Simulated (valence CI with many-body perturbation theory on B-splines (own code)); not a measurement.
Results of a calculation; reference values are marked as such.
## Level structure of Ir³⁶⁺

Method: valence CI with perturbative core correlation (CI+MBPT): five valence electrons over a frozen Dirac-Fock core [Kr], a basis of 7 s, 7 p, 8 d, 6 f, 4 g, 1 h functions for each j, with the one-electron correlation potential Σ1 (screened to all orders), the two-electron term Σ2, the three-electron term Σ3, Breit, model QED; selected single and double excitations, second order for the rest, scaled by the run's own slope (own B-spline code, finite nucleus).

No measured spectrum was set against this ion. As an estimate, large intervals hold to a few tenths of a per cent, small ones and those within an open d or f shell to about a per cent. Among the levels kept, up to 390 cm⁻¹ of a level comes from second order outside the variational space, and about a tenth of that is noise between levels of different J, which matters for small intervals. Only levels of the ground parity were solved; by the run's estimate the other parity begins above the list, which can be wrong where configurations are misplaced.

Levels 1 to 32 of 32, with energies above the lowest level, (4d3/2^4 4d5/2) J=5/2. "Leading %" is the weight of the configuration and term that name the level; weights of strongly mixed levels are sums over their largest components and can fall short, so below about 35 % the name and the second component can differ from the true leading terms, or belong to a minority configuration. In the jj column 3d3/2^4 stands for four electrons in 3d with j = 3/2.

```tsv
No.	Configuration	Term	J	E (cm⁻¹)	Leading %	g	Second component	Leading jj
1	4d⁵	⁴P	5/2	0	27	1.331	23 % 4d⁵ ²D	4d3/2^4 4d5/2 (94 %)
2	4d⁵	⁶S	5/2	134180	37	1.341	22 % 4d⁵ ²F	4d3/2^3 4d5/2^2 (90 %)
3	4d⁵	⁴G	7/2	173590	34	1.165	23 % 4d⁵ ²F	4d3/2^3 4d5/2^2 (99 %)
4	4d⁵	⁴D	3/2	178060	40	1.179	29 % 4d⁵ ⁴P	4d3/2^3 4d5/2^2 (98 %)
5	4d⁵	²H	11/2	181860	42	1.112	35 % 4d⁵ ⁴G	4d3/2^3 4d5/2^2 (98 %)
6	4d⁵	⁴G	9/2	195440	31	1.141	29 % 4d⁵ ²G	4d3/2^3 4d5/2^2 (96 %)
7	4d⁵	⁴D	5/2	204930	30	1.136	29 % 4d⁵ ²D	4d3/2^3 4d5/2^2 (92 %)
8	4d⁵	⁴P	1/2	213380	44	1.799	28 % 4d⁵ ²S	4d3/2^3 4d5/2^2 (89 %)
9	4d⁵	²F	7/2	220350	40	1.080	32 % 4d⁵ ²G	4d3/2^3 4d5/2^2 (97 %)
10	4d⁵	²D	3/2	269810	59	0.791	22 % 4d⁵ ⁴F	4d3/2^3 4d5/2^2 (87 %)
11	4d⁵	⁶S	5/2	306190	31	1.292	28 % 4d⁵ ²D	4d3/2^2 4d5/2^3 (89 %)
12	4d⁵	⁴D	7/2	332450	52	1.216	40 % 4d⁵ ⁴G	4d3/2^2 4d5/2^3 (98 %)
13	4d⁵	²I	11/2	337910	50	1.090	48 % 4d⁵ ⁴G	4d3/2^2 4d5/2^3 (98 %)
14	4d⁵	⁴G	9/2	342930	60	1.146	36 % 4d⁵ ²G	4d3/2^2 4d5/2^3 (96 %)
15	4d⁵	⁴D	1/2	352600	77	0.500	16 % 4d⁵ ²S	4d3/2^2 4d5/2^3 (97 %)
16	4d⁵	²I	13/2	357350	100	1.073		4d3/2^2 4d5/2^3 (100 %)
17	4d⁵	⁴P	3/2	360040	53	1.179	34 % 4d⁵ ⁴F	4d3/2^2 4d5/2^3 (96 %)
18	4d⁵	²F	5/2	363500	42	1.019	30 % 4d⁵ ⁴D	4d3/2^2 4d5/2^3 (96 %)
19	4d⁵	²H	9/2	383690	52	1.108	47 % 4d⁵ ⁴F	4d3/2^2 4d5/2^3 (99 %)
20	4d⁵	²G	7/2	389680	61	0.987	35 % 4d⁵ ²F	4d3/2^2 4d5/2^3 (99 %)
21	4d⁵	⁴F	5/2	394010	63	1.050	25 % 4d⁵ ²D	4d3/2^2 4d5/2^3 (97 %)
22	4d⁵	²D	3/2	397490	86	0.852	11 % 4d⁵ ⁴D	4d3/2^2 4d5/2^3 (87 %)
23	4d⁵	⁴P	1/2	414570	41	1.782	37 % 4d⁵ ²P	4d3/2^2 4d5/2^3 (82 %)
24	4d⁵	²G	7/2	417100	46	1.040	35 % 4d⁵ ²F	4d3/2^2 4d5/2^3 (95 %)
25	4d⁵	²G	9/2	443400	77	1.105	12 % 4d⁵ ²H	4d3/2^2 4d5/2^3 (96 %)
26	4d⁵	²P	3/2	488560	74	1.188	24 % 4d⁵ ²D	4d3/2^2 4d5/2^3 (96 %)
27	4d⁵	²D	5/2	496080	59	1.246	15 % 4d⁵ ⁴D	4d3/2^2 4d5/2^3 (69 %)
28	4d⁵	²F	5/2	510590	32	1.166	25 % 4d⁵ ⁴P	4d3/2 4d5/2^4 (74 %)
29	4d⁵	²F	7/2	536070	29	1.189	29 % 4d⁵ ⁴F	4d3/2 4d5/2^4 (99 %)
30	4d⁵	²H	11/2	545210	56	1.072	27 % 4d⁵ ²I	4d3/2 4d5/2^4 (99 %)
31	4d⁵	²D	3/2	545490	31	0.977	29 % 4d⁵ ⁴D	4d3/2 4d5/2^4 (97 %)
32	4d⁵	²G	9/2	565640	56	1.116	17 % 4d⁵ ²H	4d3/2 4d5/2^4 (95 %)
```

The ionisation energy to 4d⁴ ³P0 of the next ion comes out as 1604.3 eV (NIST: 1603 ± 5 eV (theoretical)). All 32 levels together are meant to be complete up to 567780 cm⁻¹.
